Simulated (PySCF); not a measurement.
C7H9NO (charge -1 and doublet state).
Geometry (GFN2-xTB, Å), atoms numbered from 1 in this order:
```
atom  x, y, z in Å
C1     2.5818   -0.5319   -0.3839
C2     1.1512   -0.9416   -0.0256
O3     0.9264   -2.1716    0.2727
C4     0.2004    0.0899   -0.0581
C5     0.3753    1.4589   -0.3775
C6    -0.8632    2.0936   -0.2732
C7    -1.7931    1.1569    0.1025
N8    -1.1570   -0.0605    0.2344
C9    -1.7919   -1.2815    0.6103
H10    3.2267   -1.4076   -0.3200
H11    2.9563    0.2327    0.3012
H12    2.6346   -0.1296   -1.3986
H13    1.3029    1.9264   -0.6545
H14   -1.0647    3.1393   -0.4526
H15   -2.8495    1.2503    0.2863
H16   -2.5830   -1.5593   -0.1017
H17   -1.0149   -2.0511    0.6176
H18   -2.2470   -1.2070    1.6089
```

The hyperfine couplings belong to this conformer and change with its torsions.

As a line formula: `c1ccn(c1[C](C)[O-])C` [radical] (charge -1).

Computed, not measured: UKS B3LYP, pcH-1 on C H N O, non-relativistic, mean-field spin-orbit, GIAO in PySCF 2.14.0. Whether the extra electron is bound in the gas phase wasn't checked; a finite basis holds it in any case. Couplings are sensitive to structure, and on GFN2-xTB geometries they can be far from those on DFT ones, by a factor of two or more for some ions and for spin on atoms past the first row. Stability of the SCF solution: not tested.

Largest spin populations (Mulliken): C2 (+0.32), O3 (+0.25), C5 (+0.22) and C7 (+0.19). Four atoms exceed +0.15. The positive populations add up to 1.17 and the negative ones to -0.17, together 2S = 1.

Problem. Test a(H) = Q·ρ(C) for the protons on planar carbons with a spin population beyond ±0.08.

Solution. 
| H | C | ρ(C) | a(H) (G) | a/ρ (G) |
| --- | --- | --- | --- | --- |
| H13 | C5 | +0.223 | -5.34 | -24.0 |
| H14 | C6 | -0.093 | +1.42 | -15.3 |
| H15 | C7 | +0.192 | -4.83 | -25.1 |

A least-squares line through the origin gives Q = -23.6 G with Mulliken populations. In McConnell's picture π spin on carbon polarises the C–H bond and leaves opposite spin at the proton, which makes Q negative, as found here. Where ρ is negative the coupling is positive.

Problem. Leave H15 and its like out of the fit. How well does the relation then predict its coupling?

Solution. The other protons give Q = -22.7 G, so a = -22.7 × 0.192 = -4.36 G, against the computed -4.83 G.

Couplings in gauss use g_iso = 2.0039.
